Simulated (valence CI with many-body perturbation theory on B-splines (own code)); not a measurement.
## Mo X: calculated level list

Computed by relativistic CI+MBPT: five valence electrons over a frozen Dirac-Fock core [Ar] 3d10, radial functions for each j: 9 s, 9 p, 8 d, 6 f, 3 g, 1 h, with the one-electron correlation potential Σ1 (screened to all orders), the two-electron term Σ2, the three-electron term Σ3, Breit, model QED; selected single and double excitations, second order for the rest, scaled by the run's own slope (own B-spline code, finite nucleus).

No measured levels were compared; by estimate levels hold to about 250 cm⁻¹ or 0.2 % of their energy and the worst to 1 %, as in measured heavy ions of charge 2 to 7; those with d or f electrons hold less well. Among the levels kept, up to 720 cm⁻¹ of a level comes from second order outside the variational space, and about a tenth of that is noise between levels of different J, which matters for small intervals.

Levels 1 to 45 of 48, with energies above the lowest level, 4s2.4p3 4S°_3/2. "Leading %" is the weight of the configuration and term that name the level; weights of strongly mixed levels are sums over their largest components and can fall short. In the jj column 3d3/2^4 stands for four electrons in 3d with j = 3/2. Lifetimes count E1, E2, E3, M1 and M2 decay at the calculated energies, and are blank where another channel may lead or the interval is too uncertain; long ones can be off by a factor of two.

```
No.  Configuration  Term    J  E (cm⁻¹)  Leading %      g                     Leading jj  Lifetime
  1        4s2.4p3   4S°  3/2         0         82  1.877      4s^2 4p1/2^2 4p3/2 (59 %)          
  2        4s2.4p3   2D°  3/2     27028         72  1.005      4s^2 4p1/2 4p3/2^2 (65 %)   6.12 ms
  3        4s2.4p3   2D°  5/2     35669         97  1.200      4s^2 4p1/2 4p3/2^2 (97 %)   42.8 ms
  4        4s2.4p3   2P°  1/2     55545         97  0.665      4s^2 4p1/2 4p3/2^2 (97 %)   2.26 ms
  5        4s2.4p3   2P°  3/2     70730         70  1.252            4s^2 4p3/2^3 (89 %)    918 μs
  6         4s.4p4    4P  5/2    224780         88  1.582      4s 4p1/2^2 4p3/2^2 (78 %)    480 ps
  7         4s.4p4    4P  3/2    239710         88  1.709        4s 4p1/2 4p3/2^3 (70 %)    388 ps
  8         4s.4p4    4P  1/2    244290         86  2.628      4s 4p1/2^2 4p3/2^2 (39 %)    350 ps
  9         4s.4p4    2D  3/2    276590         77  0.855        4s 4p1/2 4p3/2^3 (47 %)    172 ps
 10         4s.4p4    2D  5/2    281540         80  1.218        4s 4p1/2 4p3/2^3 (72 %)    222 ps
 11         4s.4p4    2S  1/2    314720         53  1.552      4s 4p1/2^2 4p3/2^2 (46 %)   68.9 ps
 12         4s.4p4    2P  3/2    318550         61  1.300        4s 4p1/2 4p3/2^3 (48 %)   59.1 ps
 13         4s.4p4    2P  1/2    341770         39  1.139              4s 4p3/2^4 (49 %)   73.8 ps
 14     4s2.4p2.4d    4F  3/2    352880         82  0.501      4s^2 4p1/2^2 4d3/2 (61 %)    577 ps
 15     4s2.4p2.4d    4F  5/2    359150         73  1.098      4s^2 4p1/2^2 4d5/2 (44 %)    706 ps
 16     4s2.4p2.4d    4F  7/2    369130         83  1.256  4s^2 4p1/2 4p3/2 4d5/2 (74 %)   7.35 ns
 17     4s2.4p2.4d    2F  5/2    369330         70  0.961  4s^2 4p1/2 4p3/2 4d3/2 (76 %)   1.40 ns
 18     4s2.4p2.4d    4D  1/2    373880         92  0.041  4s^2 4p1/2 4p3/2 4d3/2 (81 %)    282 ps
 19     4s2.4p2.4d    4D  3/2    375350         80  1.124  4s^2 4p1/2 4p3/2 4d3/2 (58 %)    195 ps
 20     4s2.4p2.4d    2F  7/2    375520         49  1.251  4s^2 4p1/2 4p3/2 4d5/2 (47 %)   7.25 ns
 21     4s2.4p2.4d    4F  9/2    378440         85  1.305  4s^2 4p1/2 4p3/2 4d5/2 (67 %)          
 22     4s2.4p2.4d    4D  5/2    383230         58  1.207  4s^2 4p1/2 4p3/2 4d5/2 (59 %)    262 ps
 23     4s2.4p2.4d    4D  7/2    397900         43  1.248      4s^2 4p3/2^2 4d5/2 (70 %)   2.31 ns
 24     4s2.4p2.4d    2P  3/2    401150         60  1.286  4s^2 4p1/2 4p3/2 4d5/2 (52 %)   15.9 ps
 25     4s2.4p2.4d    2G  7/2    409690         78  0.946  4s^2 4p1/2 4p3/2 4d3/2 (28 %)    474 ps
 26     4s2.4p2.4d    2G  9/2    415390         85  1.139      4s^2 4p3/2^2 4d5/2 (67 %)   2.11 ms
 27     4s2.4p2.4d    4P  5/2    417320         77  1.546  4s^2 4p1/2 4p3/2 4d5/2 (49 %)   8.54 ps
 28     4s2.4p2.4d    2P  1/2    418920         54  1.113  4s^2 4p1/2 4p3/2 4d3/2 (36 %)   13.5 ps
 29     4s2.4p2.4d    4P  3/2    421050         59  1.476  4s^2 4p1/2 4p3/2 4d3/2 (40 %)   9.92 ps
 30     4s2.4p2.4d    4P  1/2    426910         64  2.114      4s^2 4p3/2^2 4d3/2 (48 %)   8.54 ps
 31     4s2.4p2.4d    2D  3/2    428490         66  1.028  4s^2 4p1/2 4p3/2 4d5/2 (37 %)   26.5 ps
 32     4s2.4p2.4d    2D  5/2    440390         80  1.212  4s^2 4p1/2 4p3/2 4d5/2 (30 %)   11.2 ps
 33     4s2.4p2.4d    2D  3/2    447370         75  0.881      4s^2 4p3/2^2 4d3/2 (47 %)   9.53 ps
 34     4s2.4p2.4d    2D  5/2    451960         87  1.190      4s^2 4p3/2^2 4d5/2 (72 %)   50.2 ps
 35     4s2.4p2.4d    2P  1/2    453440         78  0.892  4s^2 4p1/2 4p3/2 4d5/2 (74 %)   11.8 ps
 36     4s2.4p2.4d    2F  5/2    459030         62  0.992  4s^2 4p1/2 4p3/2 4d3/2 (39 %)   6.50 ps
 37     4s2.4p2.4d    2S  1/2    467440         63  1.857      4s^2 4p3/2^2 4d3/2 (31 %)   10.9 ps
 38     4s2.4p2.4d    2P  3/2    468180         79  1.289      4s^2 4p3/2^2 4d5/2 (58 %)   10.9 ps
 39     4s2.4p2.4d    2F  7/2    468880         94  1.139  4s^2 4p1/2 4p3/2 4d5/2 (48 %)   6.28 ps
 40     4s2.4p2.4d    2D  3/2    487900         92  0.817      4s^2 4p3/2^2 4d3/2 (52 %)   7.68 ps
 41     4s2.4p2.4d    2D  5/2    489620         65  1.108      4s^2 4p3/2^2 4d5/2 (68 %)   7.09 ps
 42            4p5   2P°  3/2    517810         69  1.333         4p1/2^2 4p3/2^3 (69 %)   97.5 ps
 43      4s.4p3.4d   6D°  1/2    536330         95  3.294  4s 4p1/2 4p3/2^2 4d3/2 (48 %)   3.45 ns
 44      4s.4p3.4d   6D°  3/2    536820         96  1.853  4s 4p1/2 4p3/2^2 4d3/2 (44 %)   3.13 ns
 45      4s.4p3.4d   6D°  5/2    537400         94  1.643  4s 4p1/2 4p3/2^2 4d3/2 (34 %)   3.93 ns
```

Names give the largest LS component (configuration and term), which can be under half, so a name can repeat, a term be missing and a line seem to break the LS rules; names also repeat where a configuration has a term twice.

The ionisation energy to 4s2.4p2 3P_0 of the next ion comes out as 186.03 eV (NIST: 186.3 ± 1.2 eV (semi-empirical)). All 48 levels together are meant to be complete up to 559900 cm⁻¹.
